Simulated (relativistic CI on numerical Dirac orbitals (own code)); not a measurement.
**Slater and spin-orbit integrals, Sr¹⁹⁺**

Computed by Dirac-Coulomb-Breit CI, separate exchange-only KLI orbitals for each configuration, model QED, unscaled Slater integrals (own radial code, finite nucleus).

Slater integrals F^k, G^k are unscaled and averaged over j, outside the closed core [Ne]; ζ comes from projecting the Hamiltonian with its Breit term on Σ l·s of the shell.

- 3s²3p⁶3d: ζ(3d) = 8460.7 cm⁻¹; <r>(3d) = 0.3987, <r^2>(3d) = 0.1853 (bohr units).
- 3s²3p⁵3d²: ζ(3p) = 72657, F^2(3d,3d) = 253300, F^4(3d,3d) = 162980, F^2(3p,3d) = 227230, G^1(3p,3d) = 252230, G^3(3p,3d) = 165590, ζ(3d) = 8290.8 cm⁻¹; <r>(3p) = 0.4382, <r^2>(3p) = 0.2215, <r>(3d) = 0.3997, <r^2>(3d) = 0.1864 (bohr units).
- 3s3p⁶3d²: F^2(3d,3d) = 252940, F^4(3d,3d) = 162730, G^2(3s,3d) = 190910, ζ(3d) = 8392.9 cm⁻¹; <r>(3s) = 0.4457, <r^2>(3s) = 0.2261, <r>(3d) = 0.4003, <r^2>(3d) = 0.1869 (bohr units).

Task: Give the Racah parameters of the d shell in 3s²3p⁵3d².

Result: B = F²/49 − 5F⁴/441 = 3322 cm⁻¹ and C = 35F⁴/441 = 12935 cm⁻¹.

Averages of the first 10 configurations, taken without configuration mixing, which lowers the lowest level and can move excited configurations by several eV; other configurations of the list can lie among them:

| Configuration | Parity | States | Average energy above the lowest level (eV) |
| --- | --- | --- | --- |
| 3s²3p⁶3d | even | 10 | 2.0 |
| 3s²3p⁵3d² | odd | 270 | 117.0 |
| 3s3p⁶3d² | even | 90 | 206.4 |
| 3s²3p⁶4s | even | 2 | 309.6 |
| 3s²3p⁶4p | odd | 6 | 340.0 |
| 3s²3p⁶4d | even | 10 | 383.9 |
| 3s²3p⁶4f | odd | 14 | 421.0 |
| 3s²3p⁵3d4s | odd | 120 | 420.6 |
| 3s²3p⁵3d4p | even | 360 | 451.0 |
| 3p⁶3d³ | even | 120 | 415.5 |
